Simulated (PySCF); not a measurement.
# Sb: excitation energy

Sb [Kr] 4d10 5s2 5p3 (4S) → Sb [Kr] 4d10 5s1 5p4 (4P), as a difference of total energies. Calculation: PySCF 2.14, in aug-cc-pwCVTZ-DK3 with one added diffuse shell each of s, p, d, f type (11s10p8d5f1g, 125 functions); scalar relativity by spin-free X2C-1e. Correlated levels: valence: [Kr] 4d10 frozen; valence and next inner shell: [Ar] 3d10 frozen. The calculations carry no spin-orbit coupling.

| method | excitation energy (eV) |
| --- | --- |
| UHF | 7.385 |
| LDA | 8.075 |
| PBE | 7.922 |
| PBE0 | 7.848 |
| r2SCAN | 7.660 |
| MP2 (valence) | 7.456 |
| SCS-MP2 (valence) | 7.467 |
| MP2 (valence and next inner shell) | 8.018 |
| SCS-MP2 (valence and next inner shell) | 7.926 |

How much does correlation contribute at MP2 (valence and next inner shell)?

8.018 − (7.385) = 0.633 eV, measured against UHF.

A first-order spin-orbit estimate (lowest level to lowest level, LS coupling) adds -0.201 eV.
